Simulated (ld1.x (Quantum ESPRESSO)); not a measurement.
Varying the PAW potential for N

Base potential:

N, PAW, made with ld1.x (Quantum ESPRESSO) 7.5 (PBE, non-relativistic). Core [He], reference 2s1.5 2p3.5. Waves: 2s (bound): rcut 0.80, rcutus 1.00 bohr; 2s channel at 2.1 Ry: rcut 0.80, rcutus 1.00 bohr; 2p (bound): rcut 1.40, rcutus 1.85 bohr; 2p channel at 0.35 Ry: rcut 1.40, rcutus 1.85 bohr. Local part: all-electron potential smoothed inside 1.65 bohr (lloc = -1). Core correction: Bessel-smoothed model core inside 0.85 bohr. Augmentation charge: PSQ, inside the norm-conserving radii.

Cutoffs, loose and tight: the cutoffs (Ry, on a coarse ladder) from which the occupation-weighted sum of valence levels, in a spherical-Bessel basis at the reference potential, stays within 10 and 1 mRy of its value at 400 Ry. They do not see the model core or the augmentation charge, which bear on the density cutoff. Test errors are all-electron minus pseudo excitation energies from the reference, over the configurations 2s2 2p3; 2s2 2p2; 2s2 2p1; 2s1 2p3; 2s2 2p3.3; 2s1 2p4; 2s2 2p2.5. A dash means not determined; rows that change the core or the reference have their own tests. The largest error is taken over the tests solved by every variant that gives reliable tests at all: 2s1 2p4; 2s2 2p2.5; 2s2 2p3; 2s2 2p3.3.

```tsv
change	outcome	cutoff, loose	cutoff, tight	bound ghosts	largest test error (meV)
base	generated	21 Ry	35 Ry	none	-0.1
waves 2p (bound): rcut 1.20, rcutus 1.28 bohr; 2p channel at 0.35 Ry: rcut 1.20, rcutus 1.28 bohr	generated	40 Ry	70 Ry	none	-0.2
waves 2p (bound): rcut 1.36, rcutus 1.44 bohr; 2p channel at 0.35 Ry: rcut 1.36, rcutus 1.44 bohr	generated	35 Ry	55 Ry	none	-0.2
waves 2p (bound): rcut 1.40, rcutus 1.82 bohr; 2p channel at 0.35 Ry: rcut 1.40, rcutus 1.82 bohr	generated	21 Ry	35 Ry	none	-0.1
waves 2p (bound): rcut 1.40, rcutus 2.08 bohr; 2p channel at 0.35 Ry: rcut 1.40, rcutus 2.08 bohr	generated	18 Ry	35 Ry	none	-0.4
waves 2p (bound): rcut 1.40, rcutus 2.38 bohr; 2p channel at 0.35 Ry: rcut 1.40, rcutus 2.38 bohr	generated	12 Ry	35 Ry	none	-2.2
waves 2p (bound): rcut 1.40, rcutus 2.52 bohr; 2p channel at 0.35 Ry: rcut 1.40, rcutus 2.52 bohr	generated	12 Ry	35 Ry	none	-3.3
waves 2p (bound): rcut 1.40, rcutus 2.80 bohr; 2p channel at 0.35 Ry: rcut 1.40, rcutus 2.80 bohr	generated	10 Ry	35 Ry	none	-5.4
```

(1) What comes out with this change to the base: waves 2p (bound): rcut 1.40, rcutus 1.70 bohr; 2p channel at 0.35 Ry: rcut 1.40, rcutus 1.70 bohr?

Answers

(1) outcome: generated; cutoff, loose: 25 Ry; cutoff, tight: 40 Ry; bound ghosts: none; largest test error (meV): -0.1.

Reading the sweep of the p radius (base included, trends over the rows without a ghost): The loose cutoff falls from 40 Ry at 1.28 to 10 Ry at 2.8 bohr. A larger radius leaves more room for a smooth pseudo-wave, so fewer plane waves are needed; a smaller one forces it to follow the all-electron wave where it bends sharply. The median size of the test errors (rows with all tests solved) rises from 0.2 meV at 1.28 to 3.3 meV at 2.52 bohr, with one reversal. More of the atom is replaced by a form fitted at one configuration, so other configurations suffer as the radius grows.
